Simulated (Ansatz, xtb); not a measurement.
Isomers of HNOPSi in order of energy

8 gas-phase structures of HNOPSi, found in a search over its isomers (lower ones may exist). Each was relaxed with GFN2-xTB:

A. a doublet given by its coordinates
B. `O=[SiH]N=[P]`, a doublet
C. a doublet given by its coordinates
D. `[H]/P=N\[Si]=O`, a doublet
E. `O[Si]=[N+]=[P-]`, a doublet
F. `[H]/P=N/[Si]=O`, a doublet
G. `[H]/N=P/[Si]=O`, a doublet
H. `O=[Si]1N[P]1`, a doublet

A (Å):

```xyz
5

N    -2.2722    0.6756   -0.0814
O    -2.3402    0.9200   -2.3205
P    -3.0579   -0.1488   -1.3197
Si   -1.4772    1.8561   -1.1690
H    -2.3248    0.4615    0.9014
```

Close contacts (Å): N1–P3 1.68, N1–Si4 1.79, O2–P3 1.63, O2–Si4 1.72, N1–H5 1.01.

C (Å):

```yaml
atoms:
  - { symbol: N, position_ang: [-2.1142, 0.1854, -2.0697] }
  - { symbol: O, position_ang: [-2.4381, 1.8352, -0.3830] }
  - { symbol: P, position_ang: [-2.2900, 1.8920, -2.1041] }
  - { symbol: Si, position_ang: [-2.2628, 0.1812, -0.3971] }
  - { symbol: H, position_ang: [-2.3152, -0.4307, 0.8943] }
```

Close contacts (Å): N1–P3 1.72, N1–Si4 1.68, O2–P3 1.73, O2–Si4 1.66, P3–Si4 2.42, Si4–H5 1.43.

Estimate their order in r2SCAN-D4/def2-SVP energy at these geometries, lowest first.

Calculated order at r2SCAN-D4/def2-SVP: A (0.0), E (16.1), B (24.7), H (25.5), C (34.7), F (47.6), D (47.9), G (60.0) kcal/mol. Less than 1 kcal/mol parts B and H; F and D, so the order within those pairs means little.

Energies above the lowest of each column, in kcal/mol; the last columns are at PBE0-D3(BJ)/def2-SVP geometries and were run for some of them only (a dash: not run or not comparable):

| structure | GFN2-xTB | HF/STO-3G | r2SCAN-D4/def2-SVP | PBE0-D3(BJ)/def2-SVP | CCSD(T)/def2-SVP |
| --- | --- | --- | --- | --- | --- |
| A | 13.2 | 0.0 | 0.0 | 0.0 | 0.0 |
| E | 29.9 | 27.6 | 16.1 | 15.6 | 10.0 |
| B | 0.0 | 63.0 | 24.7 | – | – |
| H | 24.0 | 83.2 | 25.5 | – | – |
| C | 22.6 | 48.7 | 34.7 | – | – |
| F | 10.9 | 111.2 | 47.6 | – | – |
| D | 12.4 | 114.5 | 47.9 | – | – |
| G | 25.0 | 110.1 | 60.0 | – | – |

CCSD(T)/def2-SVP puts A lowest of those it was run on; GFN2-xTB picks B. Some further structures that were screened fall inside this span and aren't listed. Flexible structures stand in one conformer each, not always the lowest. Frequencies (PBE0-D3(BJ)/def2-SVP) were run for A, E alone. Open shells are spin-unrestricted, some with notable spin contamination. Large T1 diagnostics make some coupled-cluster values less sure.

Over these structures GFN2-xTB departs from r2SCAN-D4/def2-SVP by 18.2 kcal/mol on average once a common shift is removed. A GFN2-xTB relaxation took about 0.088 s and the r2SCAN-D4/def2-SVP energy about 3.3 s on a shared host (Ansatz 0.2.0, xtb 6.7.1).
